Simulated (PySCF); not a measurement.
## Basis and Hamiltonian dependence of the excitation energy of Ru²⁺

Ru²⁺ [Kr] 4d6 (5D) → Ru²⁺ [Kr] 4d5 5p1 (7P). Calculated with PySCF 2.14 from differences of total energies of unrestricted determinants, without spin-orbit coupling. Values in eV.

| basis | Hamiltonian | functions | UHF | LDA | PBE0 | MP2 (valence) | CCSD(T) (valence) | CCSD(T) (valence and next inner shell) |
| --- | --- | --- | --- | --- | --- | --- | --- | --- |
| aug-cc-pVDZ-PP with ECP28MDF | ECP | 54 | 8.343 | 9.049 | 9.167 | 8.923 | 8.947 | n/a |
| def2-TZVPPD with the def2 core potential (28 electrons) | ECP | 56 | 8.615 | 9.360 | 9.455 | 9.422 | 9.432 | 9.291 |
| aug-cc-pwCVDZ-PP with ECP28MDF | ECP | 70 | 8.351 | 9.041 | 9.161 | 9.049 | 9.051 | 8.801 |
| x2c-TZVPPall | spin-free X2C | 79 | 8.515 | 9.400 | 9.378 | 9.323 | 9.327 | 9.242 |
| aug-cc-pVTZ-PP with ECP28MDF | ECP | 88 | 8.371 | 9.038 | 9.168 | 9.180 | 9.182 | n/a |
| def2-QZVPPD with the def2 core potential (28 electrons) | ECP | 88 | 8.672 | 9.369 | 9.480 | 9.526 | 9.526 | n/a |
| x2c-TZVPPall with one added diffuse shell each of s, p, d, f type | spin-free X2C | 95 | 8.511 | 9.399 | 9.375 | 9.318 | 9.323 | 9.237 |
| aug-cc-pVTZ-DK | spin-free X2C | 102 | 8.467 | 9.332 | 9.322 | 9.274 | 9.276 | n/a |
| aug-cc-pVTZ-PP with one added diffuse shell each of s, p, d, f, g type with ECP28MDF | ECP | 113 | 8.371 | 9.038 | 9.168 | 9.181 | n/a | n/a |
| x2c-QZVPPall | spin-free X2C | 118 | 8.554 | 9.445 | 9.418 | 9.405 | n/a | n/a |
| aug-cc-pwCVTZ-PP with ECP28MDF | ECP | 122 | 8.380 | 9.051 | 9.174 | 9.262 | n/a | n/a |

Problem. Estimate the row for ANO-RCC-VTZP (spin-free X2C, 68 functions).

Solution. From the rows with the same Hamiltonian and similar size; the calculation gives UHF 8.54; LDA 9.38; PBE0 9.38; MP2 (valence) 9.35; CCSD(T) (valence) 9.35; CCSD(T) (valence and next inner shell) 9.25 (eV).

Frozen in the all-electron rows: valence: [Kr]; valence and next inner shell: [Ar] 3d10; with a core potential, the same shells as far as they lie outside it.
